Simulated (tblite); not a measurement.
Compound: C₉H₇NSi.
SMILES: `N#Cc1cccc2c1[SiH2]C=C2`

All values are computed: GFN2-xTB (tblite) harmonic vibrations without scaling, gas phase. Against measured fundamentals such values can be off by several per cent, at times by over 20. Modes of hydrogen on silicon can be 10 to 20 % off.

Harmonic wavenumbers (cm⁻¹): 86.5, 103.9, 155.8, 160.8, 299.2, 304.9, 352.5, 382.7, 447.9, 456.6, 502.6, 525.2, 545.6, 567.0, 593.2, 602.8, 646.8, 670.8, 733.6, 752.4, 769.3, 791.8, 809.5, 892.7, 915.6, 925.5, 974.5, 1064.6, 1113.8, 1136.8, 1187.4, 1211.0, 1245.2, 1302.4, 1342.1, 1407.2, 1443.0, 1553.6, 1570.7, 1598.0, 2279.6, 2282.6, 2373.1, 3055.5, 3070.7, 3080.8, 3091.5, 3096.8.

A = 1365, B = 1053, C = 598.5 MHz; mass 157.035 u (most abundant isotopes); point group Cs, symmetry number 1.

Q: Zero-point energy?

A: ½Σν̃ = 27238 cm⁻¹ = 325.84 kJ/mol.

Q: Entropy at 298.15 K, 1 bar (ideal gas, RRHO, classical rotation)?

A: Translation 171.92, rotation 126.79, vibration 103.98: S = 402.7 J/(mol K).

Q: And Cp and H(298.15 K) − H(0)?

A: Cp = 170.65 J/(mol K), of which vibrations give 137.40 (their classical limit is 48 R = 399.1); H(298.15 K) − H(0) = 28.22 kJ/mol without the zero-point energy, 18.31 from vibrations.

Q: What must be added to the electronic energy to get the Gibbs energy at 298.15 K and 1 bar?

A: ZPE + [H(298.15 K) − H(0)] − T·S = 325.84 + 28.22 − 120.06 = 234.00 kJ/mol.

Q: Which modes carry the vibrational entropy at 298.15 K?

A: 86.5 cm⁻¹: 15.64; 103.9 cm⁻¹: 14.14; 155.8 cm⁻¹: 10.88; 160.8 cm⁻¹: 10.63; 299.2 cm⁻¹: 5.95; 304.9 cm⁻¹: 5.82 J/(mol K); the other 42 give 40.93 together.

Q: Blend soft modes into free rotors: weight 1/[1 + (100 cm⁻¹/ν̃)⁴] for the oscillator and the rest for a rotor with moment μB/(μ + B), μ = h/(8π²ν), B = 10⁻⁴⁴ kg m². What vibrational entropy results?

A: 100.80 J/(mol K) in place of 103.98, which changes −T·S at 298.15 K by +0.95 kJ/mol.

Hindered rotation and anharmonicity are outside this model.
